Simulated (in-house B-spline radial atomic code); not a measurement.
The numbers below are computed, except where a source is named.
## Pd in an electron gas of r_s = 2.2: phase shifts, screening, friction and resistivity

A nucleus sits in a uniform electron gas with a rigid positive background. The Kohn-Sham equations are solved self-consistently in the spin-unpolarised LDA (PW92), non-relativistic, on B-splines with outgoing waves at the boundary and partial waves to l = 8. The model has no lattice, no bands and no magnetic solution. Atomic units; δ_l are the phase shifts at the Fermi level, counted so that each bound state adds π, and good to about 0.0005.

The density parameter is r_s = 2.2 bohr, near that of the valence electrons of Ga (3 per atom, density 5.91 g/cm³, mass 69.72 u, which gives r_s = 2.19).

```
l  δ_l (rad)
0    12.3555
1     9.6402
2     6.0917
3     0.0574
4     0.0106
5     0.0015
6     0.0002
7    -0.0001
8    -0.0001
```

Bound levels below the band bottom (hartree): s -21.76, p -18.28, d -11.83, s -2.613, p -1.54 and deeper ones.

(1) Check the Friedel sum rule, and say where the screening charge sits.

(2) Find the transport cross section and the electronic stopping of a 2 keV Pd ion (mass 106.42 u).

(3) What residual resistivity would 1 atomic per cent of such centres give in Ga?

(4) On a substitutional site the background of one host ion, a sphere holding 3 charges, is taken out. The phase shifts for l = 0 to 4 become 11.7703, 9.0585, 5.7943, -0.0389, -0.0089. What follows?

Answers

(1) k_F = (9π/4)^(1/3)/r_s = 0.87234. The rule is Z = (2/π) Σ (2l + 1) δ_l. The terms are s 7.866, p 18.411, d 19.390, f 0.256 and 0.071 beyond, in all 45.994 against Z = 46. Bound states hold 8 s, 18 p, 10 d electrons, so the scattering states carry 9.99 in all; where a term is smaller than its bound count, the bound level has drawn weight out of the band.

(2) σ_tr = (4π/k_F²) Σ (l + 1) sin²(δ_l − δ_(l+1)). The terms for l = 0 to 3 are 0.1710, 0.3133, 0.1820, 0.0088, all together 0.6755, so σ_tr = 16.513 × 0.6755 = 11.154 bohr². With n = 3/(4π r_s³) = 0.02242, the friction coefficient is Q = n k_F σ_tr = 0.2182. For v well below v_F = 0.872, dE/dx = Q v; with 24801 eV per u at v = 1, v = √(2000/(24801 × 106.42)) = 0.0275, so dE/dx = 0.00601 hartree/bohr = 3.09 eV/nm. The largest term couples the p and d waves.

(3) Δρ = k_F n_i σ_tr/n in atomic units of 21.74 μΩ·cm. With one host atom per 3 electrons, n_i/n = 0.01/3, so Δρ = 0.8723 × 0.00333 × 11.154 × 21.74 = 0.71 μΩ·cm. This is an atom added to the gas, as on an interstitial site.

(4) The Friedel sum is now 42.99, for Z − 3 = 43. The sum in σ_tr is 0.7749, so σ_tr = 12.80 bohr² and Δρ = 0.81 μΩ·cm per atomic per cent, 1.15 times the value above. A real host ion scatters too, so this model doesn't give zero even for the host's own atom.
